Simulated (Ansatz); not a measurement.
Spectroscopic constants of Ag2, closed-shell singlet (the spin of the measured ground state). No spin–orbit coupling.

| level | bond energy D_e (kcal/mol) |
|---|---|
| SVWN5/def2-TZVPP | 52.92 |
| PBE/def2-TZVPP | 41.23 |
| r2SCAN/def2-TZVPP | 40.60 |
| B97M-V/def2-TZVPP | 41.11 |
| B3LYP/def2-TZVPP | 35.80 |
| PBE0/def2-TZVPP | 35.75 |
| BHLYP/def2-TZVPP | 30.53 |
| CAM-B3LYP/def2-TZVPP | 34.06 |
| wB97X-V/def2-TZVPP | 35.28 |
| wB97M-V/def2-TZVPP | 39.06 |
| CCSD/def2-TZVPP | 31.78 |
| CCSD/def2-QZVPP | 33.45 |
| CCSD(T)/def2-TZVPP | 35.86 |
| CCSD(T)/def2-QZVPP | 38.06 |
| CCSD(T)/CBS(def2-TZVPP, def2-QZVPP) | 39.47 |

The rows run from 30.53 (BHLYP/def2-TZVPP) to 52.92 kcal/mol (SVWN5/def2-TZVPP). From def2-TZVPP to def2-QZVPP CCSD(T) changes by 2.21. The 10 functionals in def2-TZVPP without D3 or D4 span 22.39, from BHLYP to SVWN5.

D_e counts from the fitted minimum to each atom's lowest state at the same level, without counterpoise. The singlet is restricted.

Correlated levels freeze the inner cores; with def2 sets outer-core shells near the valence are correlated too. CBS(a, b) extrapolates the correlation energy as X⁻³ and adds the Hartree–Fock energy of set b.

The values were computed with Ansatz (Gaussian orbitals).  In def2 rows elements past Kr take small-core potentials, without spin–orbit coupling.

Ansatz is a first-principles code.
